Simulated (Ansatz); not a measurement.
`C[O][Zn][O]C`. The species carries charge 0 and has multiplicity 1.

```xyz
11

C    -0.255    0.959   -2.556
O    -1.038    0.461   -1.506
Zn   -0.432   -0.381   -0.080
O     0.032   -1.348    1.319
C     0.382   -0.846    2.579
H    -0.918    1.433   -3.287
H     0.467    1.719   -2.226
H     0.304    0.172   -3.080
H     1.264   -0.192    2.548
H     0.626   -1.691    3.233
H    -0.433   -0.287    3.057
```

(1) What are the harmonic wavenumbers in cm⁻¹ at PBE0-D4/def2-TZVP (Ansatz, finite differences of forces, unscaled)? (Best estimate.)

(2) Is this a minimum?

(3) Give the ideal-gas thermochemistry at 298.15 K and 1 bar (rigid rotor, harmonic oscillator; point group C2, symmetry number 2).

Answers

(1) Ansatz gave: 31, 77, 78, 120, 122, 235, 245, 526, 674, 1136, 1143, 1172, 1173, 1197, 1198, 1478, 1482, 1494, 1494, 1495, 1495, 2982, 2985, 3033, 3033, 3067, 3067.

(2) Yes, all 27 modes are real.

(3) Zero-point energy 216.7 kJ/mol; H(298) − E = 240.6 kJ/mol; entropy 377.5 J/(mol·K), of which translation 169.3, rotation 104.6, vibration 103.6; G(298) − E = 128.0 kJ/mol. Modes under 100 cm⁻¹ are hindered rotations or soft bends, so the harmonic entropy is rough.
